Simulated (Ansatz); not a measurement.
Ansatz (a quantum-chemistry and plane-wave program) input file for C₂H₃BF₂O, SMILES C(F)(B(F)O)=C, PBE0/def2-TZVPD. Geometry: B3LYP-D3(BJ)/def2-SVP. The structure was generated by enumeration, and PubChem lists no compound with its InChIKey, so it may never have been made. Other conformers were not sampled.

Ansatz 0.2 input:
```yaml
crystal:
  periodic: [false, false, false]
  atoms:
    - {symbol: C, position_ang: [-1.08513697, -1.61220433, 0.00000000]}
    - {symbol: C, position_ang: [-0.04274585, -0.77966906, -0.00000000]}
    - {symbol: F, position_ang: [1.22434943, -1.28457425, -0.00000000]}
    - {symbol: B, position_ang: [-0.07344111, 0.78959236, -0.00000000]}
    - {symbol: O, position_ang: [1.06127311, 1.51191302, 0.00000000]}
    - {symbol: F, position_ang: [-1.24101408, 1.42475517, -0.00000000]}
    - {symbol: H, position_ang: [-0.95485506, -2.69742339, 0.00000000]}
    - {symbol: H, position_ang: [-2.09488018, -1.19875945, 0.00000001]}
    - {symbol: H, position_ang: [1.84403466, 0.94252885, 0.00000001]}
basis:
  gaussian:
    orbitals: def2-TZVPD
hamiltonian:
  xc: {name: PBE0}
```

Output:

```
WARN ansatz: RAYON_NUM_THREADS=2 ignored (pool sized by the plan → 2); use --threads N
Functional definition: PBE0
integrals: 0.18 GiB planned
1244 factors; their error is unknown
mean field: 1.68 GiB planned
mean field evaluation 1: about -10268.8734 eV, gradient 6.4e1 eV
mean field evaluation 2: about -10263.8639 eV, gradient 8.3e1 eV
mean field evaluation 4: about -10276.0843 eV, gradient 2.8e0 eV
mean field evaluation 8: about -10276.1187 eV, gradient 4.4e-1 eV
mean field evaluation 16: about -10276.1190 eV, gradient 3.0e-5 eV
mean field -10276.11896765 eV, -377.6404066576 hartree, gradient 3.0e-5 eV, S^2 0.000000; 0 other end points of the search recorded, 0 dependent functions left out
reference -10276.11901205 eV, -377.6404082893 hartree; 23, 23 occupied and 235, 235 virtual orbitals, 1244 factors
Total energy: -10276.11901205 eV, -377.6404082893 hartree
```

Self-consistency was reached.
